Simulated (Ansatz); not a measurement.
Reaction (cleavage of the B–Si bond): `C[SiH2][B]([AlH2])[SiH3]` + CH₃OH → `CO[B]([AlH2])[SiH3]` + `C[SiH3]`

Isolated molecules relaxed with PBE0-D4/def2-TZVP in Ansatz; ΔE leaves out vibrations. CCSD(T)/CBS adds triple-zeta CCSD(T) − MP2 to the extrapolated MP2 energy (def2 sets, frozen cores). This one scheme is used for every species. DFT in def2-TZVPP. B3LYP here is the variant with VWN-RPA as its local correlation; programs differ in this. Each species was taken in one conformer, which may not be the lowest.

`C[SiH2][B]([AlH2])[SiH3]`:

Z-matrix (Å, degrees):
```
C
Si 1 1.887
H 1 1.092 2 111.3
H 1 1.092 2 109.7 3 -119.7
H 1 1.092 2 110.9 3 120.8
B 2 2.004 1 105.0 3 -60.1
H 2 1.493 1 109.0 3 62.9
H 2 1.493 1 109.5 3 179.5
Si 6 1.996 2 114.0 1 -83.9
Al 6 2.089 2 122.3 1 95.0
H 9 1.491 6 114.3 2 26.1
H 9 1.490 6 116.3 2 152.8
H 9 1.497 6 102.4 2 -90.2
H 10 1.593 6 119.6 2 -82.6
H 10 1.592 6 121.1 2 96.4
```

CH₃OH:

```xyz
6

C    -0.281    0.206    0.075
O     0.604   -0.882    0.214
H    -1.045    0.097    0.845
H    -0.781    0.216   -0.902
H     0.218    1.172    0.223
H     1.285   -0.809   -0.456
```

`CO[B]([AlH2])[SiH3]`:

```xyz
13

C    -1.547   -1.637   -0.089
O    -1.158   -0.327   -0.439
B     0.010    0.237   -0.082
Al    1.581   -0.617    1.124
Si    0.311    2.132   -0.783
H    -1.688   -2.222   -1.000
H    -2.492   -1.594    0.456
H    -0.787   -2.119    0.538
H     2.912   -1.197    0.464
H     1.541   -0.529    2.718
H     1.065    2.937    0.225
H    -0.930    2.877   -1.139
H     1.182    2.061   -1.994
```

`C[SiH3]`:

```xyz
8

C     0.079    0.872   -0.456
Si   -0.071   -0.781    0.408
H    -0.904    1.249   -0.745
H     0.688    0.784   -1.358
H     0.547    1.611    0.199
H    -0.903   -0.659    1.636
H     1.270   -1.291    0.803
H    -0.706   -1.786   -0.487
```

```json
{"level": "PBE-D4", "ΔE (kJ/mol)": "-120.4", "difference from CCSD(T)/CBS": "1.9"}
{"level": "r2SCAN-D4", "ΔE (kJ/mol)": "-123.1", "difference from CCSD(T)/CBS": "-0.8"}
{"level": "PBE0-D4", "ΔE (kJ/mol)": "-117.7", "difference from CCSD(T)/CBS": "4.6"}
{"level": "B3LYP-D4", "ΔE (kJ/mol)": "-131.3", "difference from CCSD(T)/CBS": "-9.0"}
{"level": "ωB97X-V", "ΔE (kJ/mol)": "-126.6", "difference from CCSD(T)/CBS": "-4.3"}
{"level": "ωB97M-V", "ΔE (kJ/mol)": "-130.1", "difference from CCSD(T)/CBS": "-7.8"}
{"level": "B2PLYP", "ΔE (kJ/mol)": "-135.8", "difference from CCSD(T)/CBS": "-13.5"}
{"level": "PBE", "ΔE (kJ/mol)": "-124.3", "difference from CCSD(T)/CBS": "-2.0"}
{"level": "r2SCAN", "ΔE (kJ/mol)": "-124.3", "difference from CCSD(T)/CBS": "-2.0"}
{"level": "PBE0", "ΔE (kJ/mol)": "-121.4", "difference from CCSD(T)/CBS": "0.9"}
{"level": "B3LYP", "ΔE (kJ/mol)": "-137.6", "difference from CCSD(T)/CBS": "-15.3"}
{"level": "HF/def2-TZVPP", "ΔE (kJ/mol)": "-133.3", "difference from CCSD(T)/CBS": "-11.0"}
{"level": "MP2/def2-TZVPP", "ΔE (kJ/mol)": "-129.3", "difference from CCSD(T)/CBS": "-7.0"}
{"level": "SCS-MP2/def2-TZVPP", "ΔE (kJ/mol)": "-132.3", "difference from CCSD(T)/CBS": "-10.0"}
{"level": "CCSD/def2-TZVPP", "ΔE (kJ/mol)": "-125.5", "difference from CCSD(T)/CBS": "-3.2"}
{"level": "CCSD(T)/def2-TZVPP", "ΔE (kJ/mol)": "-126.5", "difference from CCSD(T)/CBS": "-4.2"}
{"level": "HF/def2-QZVPP", "ΔE (kJ/mol)": "-134.1", "difference from CCSD(T)/CBS": "-11.8"}
{"level": "MP2/def2-QZVPP", "ΔE (kJ/mol)": "-127.2", "difference from CCSD(T)/CBS": "-4.9"}
{"level": "SCS-MP2/def2-QZVPP", "ΔE (kJ/mol)": "-130.2", "difference from CCSD(T)/CBS": "-7.9"}
{"level": "HF/CBS(def2)", "ΔE (kJ/mol)": "-134.2", "difference from CCSD(T)/CBS": "-11.9"}
{"level": "MP2/CBS(def2)", "ΔE (kJ/mol)": "-125.2", "difference from CCSD(T)/CBS": "-2.9"}
{"level": "CCSD/CBS(def2)", "ΔE (kJ/mol)": "-121.3", "difference from CCSD(T)/CBS": "1.0"}
{"level": "CCSD(T)/CBS", "ΔE (kJ/mol)": "-122.3", "difference from CCSD(T)/CBS": "0"}
```

Largest T1 diagnostic among the species: 0.015.

The D4 term adds +6.3 kJ/mol with B3LYP and +3.7 kJ/mol with PBE0; it sums over pairs of atoms, weighted by their polarisabilities, and B3LYP, whose exchange is more repulsive, gets the larger term. In def2-TZVPP, CCSD(T) changes the Hartree–Fock value by +6.8 kJ/mol (the triples alone add −1.0 kJ/mol) and MP2 by +3.9 kJ/mol.
